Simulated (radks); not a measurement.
The bromine ion Br+ inside a hard spherical wall (all orbitals vanish at R), configuration held at [Ar] 3d10 4s2 4p4 and not refilled when levels cross. Calculated with a radial shooting solver on a logarithmic mesh with Libxc functionals: non-relativistic Kohn-Sham, LDA (Slater exchange, VWN5 correlation), spin-polarised, spherical densities, point nucleus; open shells are filled with parallel spins first. Eigenvalues in eV for spin up, with the zero of energy where the potential of the charges vanishes at infinity; a dash marks a level that is unbound or too diffuse for the functional's potential to be trusted. A positive occupied level is held by the wall or, in an anion where self-interaction has pushed it up, behind a barrier. The pressure on the wall is -dE/dV.

| R (bohr) | E (hartree) | kinetic (hartree) | e(3p) | e(3d) | e(4s) | e(4p) | e(5s, empty) | e(4d, empty) | pressure (GPa) |
|---|---|---|---|---|---|---|---|---|---|
| free | -2570.18074 | 2567.957 | -182.61 | -79.848 | -30.475 | -18.289 | -5.584 | -4.007 | 0 |
| 8 | -2570.18069 | 2567.958 | -182.60 | -79.844 | -30.472 | -18.286 | -5.204 | -3.816 | 0.00339 |
| 6 | -2570.17810 | 2567.986 | -182.48 | -79.721 | -30.379 | -18.189 | -3.271 | -3.021 | 0.343 |
| 4 | -2570.04671 | 2568.860 | -179.79 | -77.058 | -28.414 | -15.885 | 11.063 | 2.570 | 38.2 |
| 3.5 | -2569.82503 | 2570.029 | -176.98 | -74.288 | -26.206 | -13.184 | 23.374 | 7.351 | 133 |
| 2.5 | -2567.52993 | 2579.139 | -162.21 | -59.748 | -10.528 | 5.741 | 94.056 | 34.863 | 2080 |
| 1.5 | -2542.23022 | 2656.800 | -101.55 | 2.852 | 117.26 | 144.30 | 485.68 | 188.66 | 81100 |
